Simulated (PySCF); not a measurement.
Job file and geometry (Å, from GFN2-xTB) of an NMR shielding run on `C=C/C(C)=C/[S@@](C)=O`, C$_{6}$H$_{10}$OS, PySCF 2.14.0, density-fitted response routines, GIAO PBE0/pcSseg-1 NMR shielding, non-relativistic, gas phase; density fitting, a coarse starting grid and PySCF grid level 2 are the driver's defaults:

```
$ OMP_NUM_THREADS=1 python probes_run.py task.json out

{"job": {"kind": "nmr", "xc": "PBE0", "basis": "pcSseg-1"}, "charge": 0, "multiplicity": 1}
C     -2.972371     0.204529    -0.638986
C     -1.869763     0.778984    -0.171022
C     -0.651373     0.083159     0.221587
C     -0.621689    -1.412474     0.143196
C      0.413962     0.784089     0.615024
S      1.970491     0.038177     1.153619
C      2.703397     0.041470    -0.552788
O      2.665231     1.095572     1.886790
H     -3.832789     0.790276    -0.912543
H     -3.063793    -0.859845    -0.769319
H     -1.835323     1.855528    -0.064676
H     -1.469029    -1.831860     0.681866
H     -0.692366    -1.733483    -0.895398
H      0.294680    -1.805930     0.572958
H      0.413811     1.859929     0.702399
H      2.690359     1.052916    -0.942555
H      2.121280    -0.624331    -1.178524
H      3.726526    -0.310389    -0.469948
```

Task: What does the program print?

Result: 
```
coarse grid: 15432 points
cycle   1  E = -707.1867206100  dE =  1.255e+00  |g| = 9.145e-01  |ddm| = 4.027e+00
cycle   2  E = -706.5007070810  dE =  6.860e-01  |g| = 2.033e+00  |ddm| = 4.928e+00
cycle   3  E = -707.3377468105  dE = -8.370e-01  |g| = 2.623e-01  |ddm| = 4.210e+00
cycle   4  E = -707.3531256483  dE = -1.538e-02  |g| = 9.596e-02  |ddm| = 4.523e-01
cycle   5  E = -707.3552543266  dE = -2.129e-03  |g| = 2.809e-02  |ddm| = 1.277e-01
cycle   6  E = -707.3554326684  dE = -1.783e-04  |g| = 1.021e-02  |ddm| = 3.572e-02
cycle   7  E = -707.3554589168  dE = -2.625e-05  |g| = 2.837e-03  |ddm| = 1.174e-02
cycle   8  E = -707.3554609704  dE = -2.054e-06  |g| = 6.529e-04  |ddm| = 4.083e-03
final grid: 143928 points
cycle   9  E = -707.4171316189  dE = -3.676e-05  |g| = 1.111e-02  |ddm| = 3.768e-02
cycle  10  E = -707.4170916659  dE =  3.995e-05  |g| = 1.754e-02  |ddm| = 3.489e-02
cycle  11  E = -707.4171585818  dE = -6.692e-05  |g| = 3.371e-03  |ddm| = 2.699e-02
cycle  12  E = -707.4171608233  dE = -2.241e-06  |g| = 3.026e-04  |ddm| = 4.072e-03
cycle  13  E = -707.4171608403  dE = -1.702e-08  |g| = 1.920e-04  |ddm| = 6.221e-04
cycle  14  E = -707.4171608491  dE = -8.807e-09  |g| = 5.817e-05  |ddm| = 2.254e-04
cycle  15  E = -707.4171608500  dE = -8.315e-10  |g| = 1.418e-05  |ddm| = 6.892e-05
converged SCF energy = -707.4171608500

GIAO shielding tensors (ppm)
atom      isotropic    diamagn.    paramagn.     s11        s22        s33       span
  0 C       64.051     254.784    -190.734    -44.528     64.371    172.309    216.837
  1 C       41.594     252.611    -211.016    -70.039     49.108    145.715    215.754
  2 C       41.288     261.536    -220.249    -61.798     24.059    161.602    223.400
  3 C      170.961     248.746     -77.785    158.422    171.906    182.555     24.134
  4 C       25.897     259.537    -233.640    -49.730     51.079     76.342    126.073
  5 S      191.383    1053.388    -862.005     37.435    103.168    433.547    396.111
  6 C      138.446     254.322    -115.876    105.159    128.066    182.113     76.954
  7 O      296.541     394.083     -97.542     97.283    315.242    477.097    379.814
  8 H       26.132      27.860      -1.728     24.247     25.018     29.131      4.883
  9 H       26.157      32.103      -5.946     23.139     24.694     30.637      7.498
 10 H       25.080      32.121      -7.041     23.131     23.229     28.880      5.750
 11 H       29.820      30.123      -0.303     25.501     28.158     35.801     10.300
 12 H       30.226      31.157      -0.931     26.820     28.054     35.804      8.984
 13 H       29.653      30.551      -0.899     24.267     30.400     34.292     10.025
 14 H       25.215      35.287     -10.072     22.536     25.267     27.843      5.307
 15 H       29.038      31.370      -2.332     26.310     28.340     32.464      6.154
 16 H       30.007      32.355      -2.348     26.274     29.645     34.101      7.827
 17 H       29.167      28.936       0.232     26.296     26.729     34.477      8.181
```

Task: Turn these shieldings into chemical shifts. Shifts are taken against calculated references (same method and geometry level): TMS for 13C (σ = 186.93 ppm) and 1H (σ = 31.72 ppm); 33S (σ = 503.73 ppm) against CS2; 17O (σ = 336.08 ppm) against H2O.

Result: Averaging equivalent atoms: C 4: 161.0; C 2: 145.6; C 1: 145.3; C 0: 122.9; C 6: 48.5; C 3: 16.0; S 5: 312; O 7: 39.5; H 10: 6.64; H 14: 6.50; H 8: 5.59; H 9: 5.56; H 15/16/17: 2.31; H 11/12/13: 1.82 ppm. Experimental scales use liquid or dissolved standards, which lie at an offset from isolated H2O (liquid H2O: subtract about 36 ppm).

Size and cost of the density-fitted run: 193 basis functions, 27 s wall time on 1 thread of an AMD EPYC 7R13, shared host; peak memory 0.86 GiB.
